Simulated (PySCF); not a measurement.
C6H12NOP.
Atom-mapped SMILES: `[CH3:1][NH:2][P:3]1[CH2:4][CH2:5][C:6](=[O:7])[CH2:8][CH2:9]1` (hydrogens: H10, H11, H12 on C1; H13 on N2; H14, H15 on C4; H16, H17 on C5; H18, H19 on C8; H20, H21 on C9)

Method: PySCF, PBE0-D3(BJ)/def2-SVP geometry optimisation, gas phase; density fitting, grid level 1; the optimiser is geomeTRIC in internal coordinates, started from a GFN2-xTB structure with every atom displaced at random (about 0.01 Å).

The end geometry, which sets the zero of energy:
```
atom  x, y, z in Å
C1      2.5967   -0.9287    0.3227
N2      1.4193   -0.5921   -0.4524
P3      0.8948    1.0833   -0.3514
C4     -0.0718    0.9910    1.2325
C5     -1.0647   -0.1675    1.3215
C6     -2.0887   -0.1741    0.2083
O7     -3.2763   -0.2076    0.4295
C8     -1.5422   -0.1794   -1.2044
C9     -0.5575    0.9552   -1.4974
H10     2.8661   -1.9825    0.1517
H11     2.3792   -0.8314    1.3987
H12     3.4888   -0.3056    0.1092
H13     1.5496   -0.8436   -1.4307
H14    -0.5830    1.9657    1.3227
H15     0.6406    0.9542    2.0730
H16    -0.4996   -1.1129    1.2442
H17    -1.6099   -0.1603    2.2767
H18    -2.4004   -0.1503   -1.8918
H19    -1.0254   -1.1452   -1.3386
H20    -0.1772    0.8796   -2.5300
H21    -1.0628    1.9349   -1.4415
```

**Question.** These geometries come from the run, each turned onto the end geometry. Order them by energy, lowest first.
A.
```
atom  x, y, z in Å
C1      2.5651   -0.9496    0.3425
N2      1.3944   -0.5455   -0.4794
P3      0.8670    1.1090   -0.3637
C4     -0.0406    0.9778    1.2295
C5     -1.0225   -0.2320    1.2829
C6     -2.0640   -0.1318    0.2040
O7     -3.2268    0.0031    0.4302
C8     -1.4798   -0.2226   -1.1955
C9     -0.5757    0.9620   -1.4728
H10     2.6733   -2.0074    0.2788
H11     2.3292   -0.6715    1.3859
H12     3.4873   -0.4390    0.0528
H13     1.5793   -0.7249   -1.4642
H14    -0.6512    1.9122    1.3400
H15     0.6273    0.9258    2.0681
H16    -0.4418   -1.1268    1.1628
H17    -1.5148   -0.2441    2.2637
H18    -2.3266   -0.2388   -1.9035
H19    -0.9290   -1.1638   -1.2723
H20    -0.2290    0.8938   -2.5144
H21    -1.1456    1.8968   -1.4228
```
B.
```
atom  x, y, z in Å
C1      2.6456   -0.9000    0.2913
N2      1.4297   -0.5957   -0.4349
P3      0.8846    1.0761   -0.3186
C4     -0.0986    0.9566    1.2567
C5     -1.1104   -0.1900    1.3209
C6     -2.1133   -0.1439    0.1916
O7     -3.3042   -0.0404    0.3884
C8     -1.5362   -0.2026   -1.2043
C9     -0.5581    0.9436   -1.4807
H10     2.8321   -1.9931    0.2408
H11     2.5140   -0.6603    1.3552
H12     3.5563   -0.3697   -0.0560
H13     1.5372   -0.8420   -1.4199
H14    -0.5862    1.9367    1.3633
H15     0.6044    0.8894    2.1125
H16    -0.5465   -1.1405    1.2306
H17    -1.6621   -0.1871    2.2711
H18    -2.3712   -0.1855   -1.9187
H19    -0.9969   -1.1610   -1.3012
H20    -0.1648    0.8783   -2.5077
H21    -1.0801    1.9135   -1.4279
```
C.
```
atom  x, y, z in Å
C1      2.6300   -0.9097    0.3015
N2      1.4233   -0.5933   -0.4372
P3      0.8836    1.0779   -0.3249
C4     -0.0901    0.9629    1.2532
C5     -1.0939   -0.1902    1.3177
C6     -2.1064   -0.1447    0.1957
O7     -3.2945   -0.0732    0.4024
C8     -1.5356   -0.1970   -1.2062
C9     -0.5559    0.9476   -1.4875
H10     2.8396   -1.9879    0.2354
H11     2.4827   -0.6837    1.3699
H12     3.5343   -0.3609   -0.0282
H13     1.5284   -0.8437   -1.4189
H14    -0.5955    1.9391    1.3636
H15     0.6206    0.9033    2.0926
H16    -0.5351   -1.1363    1.2252
H17    -1.6435   -0.1910    2.2705
H18    -2.3777   -0.1824   -1.9137
H19    -1.0038   -1.1571   -1.3112
H20    -0.1644    0.8804   -2.5167
H21    -1.0708    1.9223   -1.4309
```

**Answer.** C (0.005 eV), B (0.015 eV), A (0.205 eV).

In the order of the answer:

```tsv
step	E above end (eV)	largest force (eV/Å)	rms force component (eV/Å)	rms distance from end (Å)	rms bond change (Å)	bond most changed (Å)
3	0.005	0.05	0.015	0.071	0.001	C8–C9 +0.002
1	0.015	0.42	0.115	0.088	0.004	C1–H10 +0.009
0	0.205	2.37	0.624	0.112	0.020	C1–N2 +0.037
```

The cost below is that of the whole optimisation. On an Arm Neoverse V2 with one thread, on a shared host, this took 2.8 min of wall time and 0.89 GiB of memory at its peak.
